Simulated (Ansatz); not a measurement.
Species: CH4BO, charge 0, doublet. CH4BO (SMILES [CH2]BO, doublet).
B3LYP-D3(BJ)/def2-TZVP minimum from Ansatz (a program for electronic structure):
```xyz
7

B     -0.0866    -0.2794     0.4046
H     -0.2886    -0.9395     1.3846
O      0.5073     0.9464     0.5245
H      0.7210     1.1814     1.4325
C     -0.4709    -0.7572    -0.9955
H     -0.2875    -0.1587    -1.8825
H     -0.9448    -1.7142    -1.1802
```
Charge 0, spin multiplicity 2.

Total energies in hartree (Ansatz). Open shells are spin-unrestricted; no spin-orbit coupling. Cores are frozen in correlated methods. No relativity. Where a partner has so few electrons that a lower coupled-cluster level is exact, that level stands in.

```csv
species,HF/cc-pVTZ,CCSD(T)/cc-pVTZ,HF/cc-pVQZ,CCSD(T)/cc-pVQZ,CCSD(T)/cc-pVDZ,CCSDT(Q)/cc-pVDZ
"1: CH4BO (SMILES [CH2]BO, doublet)",-139.81288,-140.34455,-139.82319,-140.38685,-140.19855,-140.20025
2: B (doublet),-24.53207,-24.59810,-24.53297,-24.60084,-24.58941,-24.58977
3: H (doublet),-0.49981,-0.49981,-0.49995,-0.49995,-0.49928,-0.49928
4: O (triplet),-74.81176,-74.97396,-74.81729,-74.99357,-74.90995,-74.91013
5: C (triplet),-37.69157,-37.78076,-37.69331,-37.78654,-37.76038,-37.76071
```

**Question.** Work out the atomisation energy (electronic, to ground-state atoms) in kcal/mol: take Hartree-Fock from cc-pVQZ, extrapolate the CCSD(T) correlation energy as X^-3 (X = 3, 4), and add CCSDT(Q) - CCSD(T) in cc-pVDZ. 1 hartree = 627.51 kcal/mol.

**Answer.** 
Species 1: correlation (64·(-0.56366) - 27·(-0.53167))/37 = -0.58700; step -0.00170; E1 = -139.82319 + (-0.58700) + (-0.00170) = -140.41189
Species 2: correlation (64·(-0.06787) - 27·(-0.06603))/37 = -0.06921; step -0.00036; E2 = -24.53297 + (-0.06921) + (-0.00036) = -24.60254
Species 3: correlation (64·(0.00000) - 27·(0.00000))/37 = 0.00000; step +0.00000; E3 = -0.49995 + (0.00000) + (+0.00000) = -0.49995
Species 4: correlation (64·(-0.17628) - 27·(-0.16220))/37 = -0.18655; step -0.00018; E4 = -74.81729 + (-0.18655) + (-0.00018) = -75.00402
Species 5: correlation (64·(-0.09323) - 27·(-0.08919))/37 = -0.09618; step -0.00033; E5 = -37.69331 + (-0.09618) + (-0.00033) = -37.78982
-1·E1 +1·E2 +4·E3 +1·E4 +1·E5 = 1.01571 hartree = 637.4 kcal/mol.
